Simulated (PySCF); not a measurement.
Atoms are numbered as in `[CH2:1]=[C:2]([C:3](=[O:4])[OH:5])[CH:6]1[CH2:7][CH2:8]1` (H(Xn): hydrogen on atom n). Ha(C7), Ha(C8) are cis to C2 on the ring; Ha(C1) is cis to C3; Hb(C7), Hb(C8) are trans to C2 on the ring; Hb(C1) is trans to C3.

PySCF calculation with geometry: GFN2-xTB and σ from GIAO-PBE0/pcSseg-1; non-relativistic Hamiltonian, gas phase, a single conformation, averaged over atoms made equivalent by symmetry, fast rotation or ring inversion.

Shifts are taken against calculated references (same method and geometry level): $^{13}$C (186.93 ppm) and $^{1}$H (31.72 ppm) against TMS; $^{17}$O (336.08 ppm) against H2O.

| atoms | nucleus | count | δ (ppm) |
| --- | --- | --- | --- |
| H(O5) | $^{1}$H | 1 | 6.28 |
| Ha(C1) | $^{1}$H | 1 | ? |
| Hb(C1) | $^{1}$H | 1 | 5.34 |
| Hb(C7)/Hb(C8) | $^{1}$H | 2 | 1.03 |
| C6 | $^{13}$C | 1 | ? |
| H(C6) | $^{1}$H | 1 | 2.20 |
| Ha(C7)/Ha(C8) | $^{1}$H | 2 | 0.45 |
| C7/C8 | $^{13}$C | 2 | 17.2 |
| C2 | $^{13}$C | 1 | ? |
| O4 | $^{17}$O | 1 | ? |
| C1 | $^{13}$C | 1 | 128.3 |
| C3 | $^{13}$C | 1 | 170.5 |
| O5 | $^{17}$O | 1 | 206.7 |

Question: Complete the table.

Answer: 
- C2: 151.1 ppm, α carbon of a C=C–C=O unit; as expected for a trigonal carbon in a double bond
- C6: 11.3 ppm, three-membered-ring carbon; carbons of three-membered rings are unusually shielded
- Ha(C1): 6.80 ppm, hydrogen on a β carbon of a C=C–C=O unit; attached to an sp2 carbon and in the plane of the double bond
- O4: 409.2 ppm, carbonyl oxygen

Exchangeable OH/NH protons stand at their gas-phase positions; hydrogen bonding in a real sample shifts them, mostly to higher δ. Shifts are as computed. Against solution values, carbons near 30 ppm lie about +3 ppm off and those near 130 ppm about +5 ppm. Of 1211 compounds with measured shifts, 218 miss one by over three times the rms of a fit or turn the order of signals round; such compounds aren't used in these exercises. In solution the two oxygens of a carboxylic acid exchange roles by proton transfer and give one 17O line. Hydrogen bonding in solution shields acid and N–H amide carbonyl oxygens by tens of ppm. The C=O carbon of an acid or of an amide with N–H lies up to 10 ppm further downfield in solution, through hydrogen bonding that the calculation lacks. Unscaled 17O shifts of doubly bonded oxygen tend to come out too high, by tens of ppm or more. Experimental scales use liquid or dissolved standards, which lie at an offset from isolated H2O (liquid H2O: subtract about 36 ppm).
